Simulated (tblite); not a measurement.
Species: C6H7N2 (doublet state).
Atom-mapped SMILES: `[CH2:1]=[C:2]([CH3:3])/[N:4]=[C:5]/[CH2:6][C:7]#[N:8]` (hydrogens: H9, H10 on C1; H11, H12, H13 on C3; H14, H15 on C6)
Bond orders are those of one Lewis drawing.

Computed with GFN2-xTB (tblite), gas phase: L-BFGS steps from a force-field or distance-geometry start until the largest atomic force falls under 0.01 eV/Å.

Step 36: E = -601.5750 eV
```
atom  x, y, z in Å  |  force x, y, z in eV/Å
C1     -1.6355    1.4404   -0.8204    0.014  -0.008  -0.012
C2     -1.1592    0.3482   -0.1868   -0.011   0.002   0.048
C3     -2.0474   -0.8150    0.1731    0.020  -0.002   0.027
N4      0.1318    0.1955    0.1058   -0.068  -0.016  -0.079
C5      1.0670    0.3187    0.8738    0.058  -0.007   0.096
C6      2.4840   -0.1250    0.7683   -0.012  -0.001  -0.020
C7      2.8278   -0.6279   -0.5394    0.002   0.005  -0.003
N8      3.0474   -1.0049   -1.5974   -0.033  -0.008  -0.007
H9     -1.0141    2.2825   -1.0600    0.047  -0.012  -0.004
H10    -2.6719    1.4908   -1.0928   -0.011   0.021  -0.029
H11    -2.4826   -0.6442    1.1584   -0.007  -0.019  -0.009
H12    -2.8533   -0.9141   -0.5503    0.040   0.003   0.035
H13    -1.4807   -1.7427    0.2105    0.008   0.010  -0.038
H14     3.1417    0.7145    1.0170   -0.041   0.014   0.011
H15     2.6405   -0.9088    1.5182   -0.005   0.017  -0.018
```

Step 37: E = -601.5756 eV
```
atom  x, y, z in Å  |  force x, y, z in eV/Å
C1     -1.6334    1.4380   -0.8220    0.009   0.002  -0.005
C2     -1.1587    0.3461   -0.1864   -0.009   0.029   0.048
C3     -2.0482   -0.8159    0.1738    0.034   0.007   0.014
N4      0.1329    0.1948    0.1058   -0.016  -0.022  -0.023
C5      1.0688    0.3210    0.8740   -0.009  -0.023   0.051
C6      2.4860   -0.1240    0.7695   -0.036   0.016  -0.019
C7      2.8244   -0.6260   -0.5399    0.016  -0.007  -0.005
N8      3.0370   -1.0042   -1.5992   -0.034   0.002   0.010
H9     -1.0088    2.2789   -1.0584    0.034  -0.015  -0.012
H10    -2.6701    1.4914   -1.0942    0.010   0.019  -0.026
H11    -2.4827   -0.6466    1.1599    0.000  -0.022  -0.018
H12    -2.8538   -0.9117   -0.5505    0.037  -0.003   0.044
H13    -1.4802   -1.7427    0.2069   -0.002  -0.006  -0.028
H14     3.1418    0.7171    1.0187   -0.034  -0.006   0.004
H15     2.6405   -0.9081    1.5202    0.000   0.029  -0.035
```

Task: Estimate the geometry and energy of step 38. (The exact step hangs on the optimiser's Hessian estimate; all steps are aligned on step 37, rigid shifts and turns removed.)

Result: E = -601.5762 eV, largest force 0.060 eV/Å
```
atom  x, y, z in Å  |  force x, y, z in eV/Å
C1     -1.6323    1.4368   -0.8230    0.007   0.015   0.000
C2     -1.1585    0.3452   -0.1871    0.005   0.043   0.042
C3     -2.0471   -0.8161    0.1749    0.040   0.010   0.002
N4      0.1351    0.1941    0.0999   -0.018  -0.025   0.007
C5      1.0676    0.3184    0.8732   -0.028  -0.026   0.035
C6      2.4858   -0.1238    0.7706   -0.047   0.024  -0.014
C7      2.8221   -0.6244   -0.5398    0.020  -0.013   0.002
N8      3.0290   -1.0037   -1.5998   -0.029   0.004   0.009
H9     -1.0033    2.2750   -1.0584    0.018  -0.010  -0.021
H10    -2.6700    1.4946   -1.0922    0.026   0.019  -0.025
H11    -2.4818   -0.6474    1.1609    0.007  -0.025  -0.013
H12    -2.8524   -0.9118   -0.5490    0.022  -0.007   0.034
H13    -1.4770   -1.7411    0.2049   -0.005  -0.027  -0.013
H14     3.1379    0.7198    1.0211   -0.025  -0.012  -0.003
H15     2.6406   -0.9073    1.5219    0.006   0.029  -0.043
```

The energy changes by -0.0006 eV. The first-order estimate −F·Δx gives -0.0009 eV and the mean of the old and new forces, exact on a quadratic surface, -0.0006 eV. The step makes an angle of 69° with the force vector and moves no atom by more than 0.008 Å.

The cost below is that of the whole relaxation. Hardware: one thread of an Arm Neoverse V1, shared host. Cost: 0.56 s.
